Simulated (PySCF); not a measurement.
## LiCa⁻: one state, many levels of theory

State: ¹Σ⁺ (singlet), closed shell. Set-up: Li aug-pcseg-1, Ca aug-pcseg-1; no relativity (PySCF 2.14). De refers to Li⁻ + Ca in their ground configurations, without counterpoise correction. A positive dipole points towards Ca; it is taken about the centre of mass and depends on that origin.

| Level | Re (Å) | ωe (cm⁻¹) | De (eV) | μ (D) |
| --- | --- | --- | --- | --- |
| RHF-MP2 | 3.808 | 143 | n/a | n/a |
| RHF-SCS-MP2 | 3.836 | 138 | n/a | n/a |
| RHF-CCSD | 3.784 | 145 | 0.449 | n/a |
| RHF-CCSD(T) | 3.746 | 152 | 0.51 | n/a |
| PBE | 3.662 | 161 | 0.65 | 5.64 |
| PW91 | 3.654 | 162 | 0.66 | 5.62 |
| r²SCAN | 3.697 | 162 | n/a | 5.34 |
| B3LYP | 3.723 | 147 | 0.455 | 6.01 |
| PBE0 | 3.707 | 158 | 0.61 | 5.31 |
| B97-3 | 3.724 | 154 | 0.53 | 5.46 |
| LC-ωPBE | 3.734 | 158 | 0.56 | 3.89 |

(1) Which functional lies closest to RHF-CCSD(T) in De, which farthest, and by how much do they differ from it?

(2) What does the step from GGA to meta-GGA do here, going from PBE to r²SCAN?

(3) What does the triples do here, going from RHF-CCSD to RHF-CCSD(T)?

Correlated steps freeze 5 core orbitals. Closed-shell solutions of metal pairs were not tested for spin polarisation, which can lower them a little. Correlated levels converge slowly with the basis: in double zeta they bind strong bonds too weakly, by up to about 1 eV, and carry superposition errors of some tenths. For an ion De counts to the pair picked by the measured ionisation energies or electron affinities, which need not be the lowest pair at this level. The highest Kohn–Sham level is positive in this anion. Much of that is self-interaction error, but it also means that the finite basis helps to hold the extra electron. The CCSD T1 diagnostic is raised, a sign that a single reference may not be enough here.

Results:

(1) Closest is B97-3 (-2.2 pm in Re, +1.3 % in ωe, +0.02 eV in De against RHF-CCSD(T) in the same basis), farthest PW91 (-9.2 pm in Re, +6.6 % in ωe, +0.15 eV in De). CCSD(T) converges more slowly with the basis than the functionals do and binds too weakly in this one, so the order can change at the basis-set limit.

(2) r²SCAN less PBE: +3.5 pm in Re, +0.6 % in ωe. 

(3) RHF-CCSD(T) less RHF-CCSD: -3.8 pm in Re, +4.8 % in ωe, +0.06 eV in De. Correlation nearly always deepens the well. The bond shortens, as in weak, metallic or heavy-atom bonds, where dispersion and the correlation of outer-core electrons pull the atoms together.
